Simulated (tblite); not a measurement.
Compound: C4H8AlFS.
Bonds: C1–C2 (double), C2–C3, C3–Al4, Al4–F5, Al4–S6, S6–C7. Hydrogens: H8, H9 on C1; H10 on C2; H11, H12 on C3; H13, H14, H15 on C7.

Computed with GFN2-xTB (tblite), gas phase: L-BFGS steps from a force-field or distance-geometry start until the largest atomic force falls under 0.01 eV/Å.

Geometry at step 47:
```
atom  x, y, z in Å
C1      2.4217   -0.2508    1.0564
C2      2.1056   -1.0431    0.0471
C3      1.3267   -0.5789   -1.1358
Al4    -0.3171    0.4566   -0.6840
F5     -1.1266    1.2054   -1.9204
S6     -1.4040    0.3470    1.2369
C7     -3.1114    0.2947    0.5593
H8      2.0846    0.7807    1.0542
H9      2.9821   -0.5891    1.9092
H10     2.4186   -2.0828    0.0568
H11     1.9441    0.0419   -1.8038
H12     1.0172   -1.4450   -1.7315
H13    -3.2080    1.0089   -0.2551
H14    -3.3412   -0.7153    0.2323
H15    -3.7965    0.5665    1.3564
```

**Question.** What forces act on the atoms?

**Answer.** 
```json
{"atom": "C1", "Fx (eV/Å)": "-0.143", "Fy (eV/Å)": "0.025", "Fz (eV/Å)": "0.010"}
{"atom": "C2", "Fx (eV/Å)": "0.064", "Fy (eV/Å)": "-0.022", "Fz (eV/Å)": "0.070"}
{"atom": "C3", "Fx (eV/Å)": "0.044", "Fy (eV/Å)": "-0.075", "Fz (eV/Å)": "-0.156"}
{"atom": "Al4", "Fx (eV/Å)": "-0.061", "Fy (eV/Å)": "-0.034", "Fz (eV/Å)": "0.049"}
{"atom": "F5", "Fx (eV/Å)": "-0.020", "Fy (eV/Å)": "0.035", "Fz (eV/Å)": "-0.012"}
{"atom": "S6", "Fx (eV/Å)": "0.050", "Fy (eV/Å)": "-0.047", "Fz (eV/Å)": "0.085"}
{"atom": "C7", "Fx (eV/Å)": "-0.108", "Fy (eV/Å)": "0.060", "Fz (eV/Å)": "-0.012"}
{"atom": "H8", "Fx (eV/Å)": "0.022", "Fy (eV/Å)": "-0.030", "Fz (eV/Å)": "0.061"}
{"atom": "H9", "Fx (eV/Å)": "0.065", "Fy (eV/Å)": "0.054", "Fz (eV/Å)": "-0.014"}
{"atom": "H10", "Fx (eV/Å)": "-0.044", "Fy (eV/Å)": "0.090", "Fz (eV/Å)": "-0.019"}
{"atom": "H11", "Fx (eV/Å)": "-0.035", "Fy (eV/Å)": "-0.081", "Fz (eV/Å)": "0.093"}
{"atom": "H12", "Fx (eV/Å)": "0.075", "Fy (eV/Å)": "0.009", "Fz (eV/Å)": "-0.108"}
{"atom": "H13", "Fx (eV/Å)": "-0.033", "Fy (eV/Å)": "-0.072", "Fz (eV/Å)": "-0.057"}
{"atom": "H14", "Fx (eV/Å)": "0.028", "Fy (eV/Å)": "0.033", "Fz (eV/Å)": "-0.076"}
{"atom": "H15", "Fx (eV/Å)": "0.096", "Fy (eV/Å)": "0.055", "Fz (eV/Å)": "0.085"}
```

The largest, 0.18 eV/Å, acts on C3; the rms over all components is 0.065 eV/Å. The forces sum to zero within rounding, as they must for an isolated molecule in no field.

**Question.** Give the force on C3 in Eh/bohr and in nN.

**Answer.** 0.179 eV/Å ÷ 51.422 = 0.00347 Eh/bohr, and 0.179 eV/Å × 1.602 = 0.29 nN.

**Question.** How far is this geometry from the end of the optimisation?

**Answer.** 0.083 eV above it, and 0.399 Å rms away after alignment. The bonds farthest from their final lengths, with half the difference of the two atoms' forces along the bond (positive lengthens):

```json
{"bond": "C3–Al4", "now (Å)": "1.995", "final (Å)": "2.002", "force along bond (eV/Å)": "+0.08"}
{"bond": "C3–H11", "now (Å)": "1.101", "final (Å)": "1.098", "force along bond (eV/Å)": "-0.10"}
{"bond": "C2–H10", "now (Å)": "1.086", "final (Å)": "1.083", "force along bond (eV/Å)": "-0.07"}
{"bond": "C3–H12", "now (Å)": "1.096", "final (Å)": "1.094", "force along bond (eV/Å)": "-0.05"}
{"bond": "C2–C3", "now (Å)": "1.490", "final (Å)": "1.492", "force along bond (eV/Å)": "+0.09"}
{"bond": "C1–H8", "now (Å)": "1.085", "final (Å)": "1.084", "force along bond (eV/Å)": "-0.05"}
```

The angle farthest from its final value is Al4–C3–H12, 107.5° against 112.8°.

The cost below is that of the whole relaxation. The run took 3.3 s on one thread, Intel Xeon at 2.50 GHz (x86_64), shared host with 64 logical CPUs at a one-minute load of 63.
